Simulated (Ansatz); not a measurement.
Frontier orbitals of C₂H₉NSi (`CN(C)[SiH3]`).

Charge 0, multiplicity 1. Geometry: relaxed with PBE0-D4/def2-TZVP. Basis def2-TZVPP, the Gaussian-basis code of Ansatz.

| functional | HOMO (eV) | LUMO (eV) | gap (eV) |
| --- | --- | --- | --- |
| PBE | -5.09 | -0.28 | 4.81 |
| BLYP | -4.99 | -0.16 | 4.83 |
| B97M-V | -5.53 | -0.16 | 5.37 |
| PBE0 | -6.39 | 0.56 | 6.95 |
| r2SCANh | -5.82 | 0.46 | 6.28 |
| r2SCAN0 | -6.56 | 0.85 | 7.41 |
| CAM-B3LYP | -7.76 | 1.48 | 9.24 |
| ωB97M-V | -8.69 | 2.16 | 10.85 |
| HF | -9.64 | 3.39 | 13.03 |

A quarter of exact exchange (PBE0) shifts PBE's HOMO by −1.30 eV and its LUMO by +0.84 eV; full exchange at long range (ωB97M-V) shifts them by −3.60 and +2.44 eV. The gap opens from 4.82 to 10.85 eV, since occupied levels lose self-interaction and empty ones feel all the electrons. A positive LUMO is unbound and depends on the basis.
